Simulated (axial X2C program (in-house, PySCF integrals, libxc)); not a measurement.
## Outer orbitals of WSi at 2.318 Å, HF

All values were computed with an in-house all-electron X2C program for linear molecules (integrals from PySCF). Spin-free means the one-electron spin-free X2C Hamiltonian; two-component (2c) means X2C with spin–orbit coupling and atomic mean-field two-electron Coulomb and Gaunt terms, so the difference of the two also holds small scalar two-electron terms. Basis: W dyall-cv3z [13s14p9d7f4g], Si dyall-v3z [8s7p2d1f] (cores contracted in-house); Gaussian nuclei, density fitting, unrestricted open shells. Masses: W 183.951 u, Si 27.977 u.

The distance is close to the 2c PBE0 minimum; the highest filled and lowest empty levels are listed.

Spin-free orbitals, state M_S = 2, Λ = 1 (beyond evenly filled blocks: σα, π+α, π+β, π-α, δ+α, δ-α) (Löwdin shares):

```json
{"symmetry": "σβ", "occupied": "yes", "ε (eV)": "-15.95", "atomic character": "63% Si s, 12% W p, 11% W d"}
{"symmetry": "σα", "occupied": "yes", "ε (eV)": "-14.74", "atomic character": "52% Si s, 21% W d, 14% W s"}
{"symmetry": "δ-α", "occupied": "yes", "ε (eV)": "-9.29", "atomic character": "99% W d"}
{"symmetry": "δ+α", "occupied": "yes", "ε (eV)": "-9.29", "atomic character": "99% W d"}
{"symmetry": "π-α", "occupied": "yes", "ε (eV)": "-9.22", "atomic character": "86% W d, 9% Si p, 4% Si d"}
{"symmetry": "π+α", "occupied": "yes", "ε (eV)": "-9.22", "atomic character": "86% W d, 9% Si p, 4% Si d"}
{"symmetry": "σα", "occupied": "yes", "ε (eV)": "-8.91", "atomic character": "62% W d, 27% W s, 6% Si s"}
{"symmetry": "σβ", "occupied": "yes", "ε (eV)": "-7.67", "atomic character": "75% Si p, 8% W s, 8% W d"}
{"symmetry": "σα", "occupied": "yes", "ε (eV)": "-7.53", "atomic character": "39% Si p, 30% W s, 12% W p"}
{"symmetry": "π+β", "occupied": "yes", "ε (eV)": "-7.30", "atomic character": "69% Si p, 15% W d, 8% W p"}
{"symmetry": "π+α", "occupied": "no", "ε (eV)": "0.01", "atomic character": "74% W p, 21% Si p, 4% W d"}
{"symmetry": "π-α", "occupied": "no", "ε (eV)": "0.01", "atomic character": "74% W p, 21% Si p, 4% W d"}
{"symmetry": "π-β", "occupied": "no", "ε (eV)": "0.02", "atomic character": "60% Si p, 24% W p, 12% W d"}
{"symmetry": "σα", "occupied": "no", "ε (eV)": "0.29", "atomic character": "47% W p, 28% Si p, 17% W s"}
```

Spinors with spin–orbit coupling (state Ω = 3):

```
   ω  occupied  ε (eV)            atomic character    λ mixture
-1/2       yes  -15.96  63% Si s, 13% W p, 11% W d       100% σ
 1/2       yes  -14.74  52% Si s, 21% W d, 14% W s       100% σ
-3/2       yes   -9.61                     99% W d  99% δ, 1% π
-1/2       yes   -9.39   86% W d, 9% Si p, 3% Si d  98% π, 2% σ
 3/2       yes   -9.05   85% W d, 9% Si p, 4% Si d       100% π
 5/2       yes   -8.94                     99% W d       100% δ
 1/2       yes   -8.93   62% W d, 26% W s, 6% Si s  99% σ, 1% π
-1/2       yes   -7.67    74% Si p, 9% W d, 8% W s  99% σ, 1% π
 1/2       yes   -7.55  39% Si p, 30% W s, 12% W p  98% σ, 2% π
 1/2       yes   -7.32   68% Si p, 16% W d, 8% W p  97% π, 3% σ
-1/2        no   -0.09   74% W p, 21% Si p, 4% W d  99% π, 1% σ
-3/2        no    0.04  60% Si p, 24% W p, 12% W d       100% π
 3/2        no    0.10   74% W p, 21% Si p, 4% W d       100% π
 1/2        no    0.29  47% W p, 28% Si p, 16% W s  99% σ, 1% π
```

Problem. How does the gap between the highest filled and lowest empty level change from the spin-free to the 2c table?

Solution. From 7.31 to 7.23 eV at HF, a change of -0.08 eV.

Mulliken charges and populations of the two-component result (they depend on the basis, above all on diffuse functions):

W 0.05 e (s 10.97 p 24.16 d 24.80 f 14.02), Si -0.05 e (s 5.81 p 8.16 d 0.07 f 0.01). ⟨Lz⟩ = 1.01 ħ and ⟨Sz⟩ = 1.99 ħ (2.56 and -0.57 on the two atoms), which add up to Ω.

Occupations by symmetry block were frozen at the best pattern of an incomplete PBE0 search. Other states lie close and PBE0, whose exact exchange favours high spin, may order them wrongly; the determinant shown need not be the ground state. The nearest other spin-free determinant of the search, M_S = 2, Λ = 0, lies 0.46 eV up at the distance of the search. With several unpaired electrons one determinant need not be a pure state. A state of lower Ω lies just above, and one determinant can place such states too high, so the state shown need not be the lowest. The search has Ω = 1 only 0.08 eV up. Open-shell Ω = 0 determinants with evenly filled partner blocks cannot be reached by this program, so the Ω shown need not be the lowest component. The determinant is spin-polarised beyond a pure state at some levels (its spin-free form has ⟨S²⟩ too high), which makes Re and μ there less reliable.
